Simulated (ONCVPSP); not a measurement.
## A failed generation for technetium

Input:

```
# ATOM AND REFERENCE CONFIGURATION
# atsym  z   nc   nv     iexc    psfile
  Tc 43.00    6    4        3      upf
#
#   n    l    f
    1    0    2.00
    2    0    2.00
    2    1    6.00
    3    0    2.00
    3    1    6.00
    3    2   10.00
    4    0    2.00
    4    1    6.00
    4    2    5.00
    5    0    1.75
#
# PSEUDOPOTENTIAL AND OPTIMIZATION
# lmax
    2
#
#   l,   rc,      ep,       ncon, nbas, qcut
    0    1.32    0.00    4    7    8.50
    1    1.65    0.00    5    9    8.00
    2    1.65    0.00    4    8    6.50
#
# LOCAL POTENTIAL
# lloc, lpopt,  rc(5),   dvloc0
    4    3    1.32    0.00
#
# VANDERBILT-KLEINMAN-BYLANDER PROJECTORs
# l, nproj, debl
    0    2    2.10
    1    2    1.00
    2    1    3.90
#
# MODEL CORE CHARGE
# icmod, fcfact, rcfact
    2    0.60    1.00
#
# LOG DERIVATIVE ANALYSIS
# epsh1, epsh2, depsh
   -4.00    5.00    0.02
#
# OUTPUT GRID
# rlmax, drl
    6.00    0.01
#
# TEST CONFIGURATIONS
# ncnf
    4
# nvcnf
#   n    l    f
    4
    4    0    2.00
    4    1    6.00
    4    2    5.00
    5    0    2.00
#
    4
    4    0    2.00
    4    1    6.00
    4    2    5.00
    5    0    1.00
#
    4
    4    0    2.00
    4    1    6.00
    4    2    5.00
    5    0    0.00
#
    5
    4    0    2.00
    4    1    6.00
    4    2    5.00
    5    0    1.00
    5    1    1.00
#
```

```bash
oncvpspr.x < Tc.dat > Tc.out
```

End of the output:

```

Calculating optimized projector #   1

 for l=   0

    Fraction of norm inside rc  0.786615
    Optimizing pswf for qcut=   8.49 a_B^-1,  ecut=  36.06 Ha
    Residual kinetic energy error=  2.88D-05 Ha
 ERROR pspot:  first pseudo wave function has node,          program will stop
 ERROR pspot: try changing psp parameters for this l
```

Question: Why did it fail, and what change makes it run?

Answer: The run stopped because the optimised pseudo-wave of the first projector has a node, so the radial equation cannot be inverted for a potential. A run that differs only in the following succeeds: s: rc 1.6; local potential polynomial inside 1.35 bohr (lpopt 3, dvloc0 0 Ha). The answer isn't unique; the calculation gave this one.
